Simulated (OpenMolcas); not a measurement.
Cr3+: moving the ligands

Cr3+ with its 6 nearest fluoride ions at 2.014 Å, on the Y site of Cs2NaYF6 (a = 9.075 Å, distance in the model lattice 2.178 Å). The rest of the host is ab initio model potentials to 7.6 Å, with orthogonalisation functions on the cations behind the ligands, and point charges beyond; the distance is set by hand and nothing relaxes. Ligand basis ANO-RCC-VDZP.

```yaml
Program: OpenMolcas
Method: "SS-CASPT2, IPEA 0.25 Eh, imaginary shift 0.1 Eh (closed shells correlated: 3s 3p and the ligand valence shells)"
Basis: ANO-RCC-VTZP [6s5p3d2f1g]
Scalar_Hamiltonian: DKH2, point nucleus
Active_space: 3 electrons in 5 orbitals (3d)
State_averaging: 2S+1 = 4 even, 10 roots; 2S+1 = 2 even, 40 roots
Spin-orbit_coupling: state interaction with AMFI integrals over the reference wave functions
```

Runs around this geometry, states (labels of O, the rotations of Oh). Energies in cm-1 above the lowest state or level, χT in cm3 K/mol.

```tsv
R (Å)	Ground state	First state of that spin	First gap with spin-orbit (degeneracies)	χT at 300 K	First state of another spin
1.925	4A2	4T2 16110	14680 (4, 4)	1.837	2E 14750
2.014	4A2	4T2 13230	13130 (4, 2)	1.827	2E 14770
2.178	4A2	4T2 9670	9570 (4, 2)	1.807	2E 14690
```

Taking the first state of the same spin as R^-n, n = -ln(9670 / 16110) / ln(2.178 / 1.925) = 4.1 between the shortest and longest distance.

Roots that are degenerate in the reference are averaged as groups; the widest CASPT2 spread within a group is 630 cm-1 (the 3-fold group of multiplicity 2 near 31200 cm-1 above the lowest state of its run, R = 1.925). Shifts and gaps below about the spread of the groups concerned are not significant. Over all roots computed the reference weight is 0.72 to 0.73 in R = 1.925, 0.72 to 0.73 in R = 2.014, 0.71 to 0.72 in R = 2.178; a low but even weight reflects the number of correlated electrons. Ligand-to-metal charge-transfer states are missing. With no ligand orbital active B as a rule stays too high, so bands that hang on it stand too high and its fall with covalency is understated. With one d shell and no ligand orbital active, 10Dq can be off by a tenth or more. These CASPT2 states fit no ligand-field parameters well, so their order and spin gaps are uncertain (holds for R = 2.014; R = 2.178). Free-ion shares, where given, are those of the reference states; single-state CASPT2 does not remix them (holds for R = 2.014; R = 2.178). No measured value stands beside these numbers; the geometry was set by hand and not optimised.
